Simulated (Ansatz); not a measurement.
Ansatz (an electronic-structure program) input (RI-MP2/aug-cc-pV(Q+d)Z):
A basis named .json is the Basis Set Exchange file of that set.

Ansatz 0.2 input:
```yaml
crystal:
  periodic: [false, false, false]
  atoms:
    - {symbol: C, position_ang: [-2.17503308, -0.29959805, 0.07444325]}
    - {symbol: Si, position_ang: [-0.47482647, -0.04791916, 0.01223058]}
    - {symbol: Cl, position_ang: [0.49155169, -1.22487929, -1.45678831]}
    - {symbol: Cl, position_ang: [0.48861217, 1.85441152, -0.42768790]}
    - {symbol: Cl, position_ang: [0.49996816, -0.46603415, 1.84310296]}
    - {symbol: H, position_ang: [-2.72995297, 0.05048894, 0.93850926]}
    - {symbol: H, position_ang: [-2.73452241, -0.36149959, -0.85305173]}
basis:
  gaussian:
    orbitals: aug-cc-pV_Q+d_Z.json
    fitting: {mean_field: def2-universal-jkfit, correlation: aug-cc-pVQZ-RIFIT.json}
total_charge: -1
magnetization: {spin_polarized: false}
correlation: {method: mp2, electrons: outside_noble_gas}
```

Output:

```
Functional definition: HF
integrals: 1.31 GiB planned
623 factors; integrals over basis functions are off by at most 3.8e0 eV
mean field: 2.70 GiB planned
mean field evaluation 1: about -46439.2635 eV, gradient 3.6e1 eV
mean field evaluation 2: about -46441.5535 eV, gradient 2.1e1 eV
mean field evaluation 4: about -46442.6322 eV, gradient 7.3e-1 eV
mean field evaluation 8: about -46442.6353 eV, gradient 1.4e-6 eV
mean field -46442.63532221 eV, -1706.7353681423 hartree, gradient 1.4e-6 eV, S^2 0.000000; 0 other end points of the search recorded, 0 dependent functions left out
21 core orbitals not correlated
1104 factors; their error is unknown
reference -46442.63532221 eV, -1706.7353681423 hartree; 16, 16 occupied and 491, 491 virtual orbitals, 1104 factors
second order -26.16660200 eV of doubles, -0.00000000 eV of singles
Total energy: -46468.80192421 eV, -1707.6969730293 hartree
```

It need not be the lowest isomer of its formula. Whether it binds its extra electron was not tested at this geometry.
